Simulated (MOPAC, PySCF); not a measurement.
Isomers of CHB2N. All species are isolated molecules in the gas phase. Strings in code marks are SMILES.

Quantity: electronic energy of isomers of CHB2N relative to `B=BC#N`, in kcal/mol. Semi-empirical values (MOPAC) are differences of heats of formation.

Level 1: ωB97X-D3(BJ)/def2-TZVP // PBE0-D3(BJ)/def2-TZVP (PySCF)
Level 2: M06-2X/6-31G* // PBE0-D3(BJ)/def2-TZVP (PySCF)
Level 3: PBE/6-31G* // PBE0-D3(BJ)/def2-TZVP (PySCF)
Level 4: AM1 // PBE0-D3(BJ)/def2-TZVP (MOPAC)

| species | level 1 | level 2 | level 3 | level 4 |
|---|---|---|---|---|
| `N=c1bb1` | 63.5 | 53.7 | 38.1 | -1.71 |
